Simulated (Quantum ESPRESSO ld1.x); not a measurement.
Problem. The mean radii <r> (bohr) of the occupied orbitals of an atom or ion are listed with their occupations. Calculated with ld1.x of Quantum ESPRESSO 7.5: scalar-relativistic Kohn-Sham, LDA (Slater exchange, Perdew-Wang correlation), spin-polarised, spherical densities, point nucleus.

| orbital | occ. | <r> |
|---|---|---|
| 1s up | 1 | 0.02973 |
| 1s down | 1 | 0.02973 |
| 2s up | 1 | 0.1267 |
| 2s down | 1 | 0.1266 |
| 2p up | 3 | 0.1102 |
| 2p down | 3 | 0.1102 |
| 3s up | 1 | 0.3070 |
| 3s down | 1 | 0.3072 |
| 3p up | 1 | 0.2970 |

Name the element and its charge. Open shells, if any, are filled with parallel spins first.

Solution. Z = 49, indium, charge +36: In36+ in [Ne] 3s2 3p1. The 1s radius gives Z: for a bare nucleus <r> = (2 gamma + 1)/(2Z) with gamma = sqrt(1 - (Z/c)^2), 0.02926 bohr for Z = 49, and screening makes it slightly larger (0.02973 here). The occupations add up to 13, and the charge is Z minus that.
